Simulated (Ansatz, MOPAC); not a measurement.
Species: BH2, charge 0, multiplicity 2. SMILES: [BH2]
Geometry from a B3LYP-D3(BJ)/def2-TZVP (Ansatz, a first-principles code) optimisation:
```
B
H 1 1.1869
H 1 1.1869 2 129.56
```
Charge 0, spin multiplicity 2.

Wanted: vertical electron affinity to the triplet, in eV. Terms: valence correlation only; no dispersion term unless named; open shells spin-unrestricted; no spin-orbit coupling; six Cartesian d functions in 6-31G* and its kin unless marked 5d; each state is the SCF solution reached for its charge and spin; non-relativistic. CBS marks a two-point X^-3 extrapolation of the correlation energy; Hartree-Fock from the larger set. First-principles rows: single points at B3LYP-D3(BJ) geometries (Ansatz). Semi-empirical rows: differences of heats of formation at the shared geometry for vertical values. Anions need diffuse functions, which STO-3G, LANL2DZ, def2-SVP, cc-pVDZ and Pople sets without + lack.

| species | coefficient | E at B3LYP/6-31G* (Ansatz), Eh | E at wB97M-V/def2-TZVPD (Ansatz), Eh | heat of formation at PM3 (MOPAC), kcal/mol |
|---|---|---|---|---|
| charge -1, triplet | -1 | -25.90192 | -25.91274 | 77.05 |
| charge 0, doublet | +1 | -25.93465 | -25.91033 | 88.66 |

Coupled cluster (Ansatz) is a level with limits of its own, used here on species with T1 under 0.025 (0.045 for open shells) and stable references: CCSD(T)/CBS(aug-cc-pVTZ,aug-cc-pVQZ). Value to compare with, CCSD(T)/CBS(aug-cc-pVTZ,aug-cc-pVQZ) (Ansatz): 0.23 eV. 1 Eh = 27.2114 eV and 1 eV = 23.0605 kcal/mol.

Compute it at each level from the table, and compare with CCSD(T)/CBS(aug-cc-pVTZ,aug-cc-pVQZ) (Ansatz).


- B3LYP/6-31G*: the sum of coefficient times E is -0.03273 Eh, or -0.891 eV. Result: -0.89 eV. Its difference against CCSD(T)/CBS(aug-cc-pVTZ,aug-cc-pVQZ) (Ansatz) is -1.12 eV.
- wB97M-V/def2-TZVPD: the sum of coefficient times E is 0.00241 Eh, or 0.066 eV. Result: 0.07 eV. Its difference against CCSD(T)/CBS(aug-cc-pVTZ,aug-cc-pVQZ) (Ansatz) is -0.16 eV.
- PM3: the sum of coefficient times heat of formation is 11.61 kcal/mol, or 0.50 eV. Its difference against CCSD(T)/CBS(aug-cc-pVTZ,aug-cc-pVQZ) (Ansatz) is 0.27 eV.
